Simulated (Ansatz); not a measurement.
Consider the substitution at a C–Si bond: `C=C(F)[SiH2][AlH2]` + H₂Se → `C=C(F)[SeH]` + `[AlH2][SiH3]`.

Isolated molecules relaxed with PBE0-D4/def2-TZVP in Ansatz; ΔE leaves out vibrations. CBS: MP2 limit from def2 TZ/QZ plus the TZ coupled-cluster correction, frozen cores. This one scheme is used for every species. For Se outer-core shells are correlated without core-valence functions, which leaves a few kJ/mol of doubt a bond. Scalar relativity is left out up to krypton. One conformer a species, not always the lowest.

```tsv
species	SCS-MP2/def2-TZVPP energy (Eh)
`C=C(F)[SiH2][AlH2]`	-710.33580
H₂Se	-2401.28007
`C=C(F)[SeH]`	-2577.61501
`[AlH2][SiH3]`	-533.98811
```

(1) Work out ΔE.

Largest T1 diagnostic among the species: 0.013.

## Answers

(1) ΔE = (-2577.61501) + (-533.98811) − (-710.33580) − (-2401.28007) = 0.01275 Eh = +33.5 kJ/mol. CCSD(T)/CBS gives +40.1 kJ/mol.

In def2-TZVPP, CCSD(T) changes the Hartree–Fock value by −4.1 kJ/mol (the triples alone add −0.9 kJ/mol) and MP2 by −7.0 kJ/mol.
